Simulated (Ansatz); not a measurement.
Cl$_{3}$H$_{3}$SiSn, SMILES `Cl[Si](Cl)(Cl)[SnH3]`. The species carries charge 0 and has multiplicity 1. Sn: def2 effective core potential.

```xyz
8

Cl   -2.241   -1.495    0.425
Si   -0.573   -0.443    0.969
Cl   -1.163    1.062    2.223
Cl    0.643   -1.701    2.030
Sn    0.639    0.494   -1.083
H    -0.421    1.534   -1.917
H     2.014    1.352   -0.561
H     1.101   -0.802   -2.086
```

(1) What are the harmonic wavenumbers in cm⁻¹ at PBE0-D4/def2-TZVP (Ansatz, finite differences of forces, unscaled)? (An estimate is asked.)

(2) Is this a minimum?

(3) Give the ideal-gas thermochemistry at 298.15 K and 1 bar (rigid rotor, harmonic oscillator; point group C3v, symmetry number 3).

Answers

(1) Computed: 64, 82, 82, 142, 174, 174, 308, 395, 395, 527, 584, 585, 661, 720, 720, 1955, 1964, 1964.

(2) Yes, all 18 modes are real.

(3) Zero-point energy 68.8 kJ/mol; H(298) − E = 94.8 kJ/mol; entropy 404.5 J/(mol·K), of which translation 178.0, rotation 120.3, vibration 106.2; G(298) − E = -25.8 kJ/mol. Modes under 100 cm⁻¹ are hindered rotations or soft bends, so the harmonic entropy is rough.
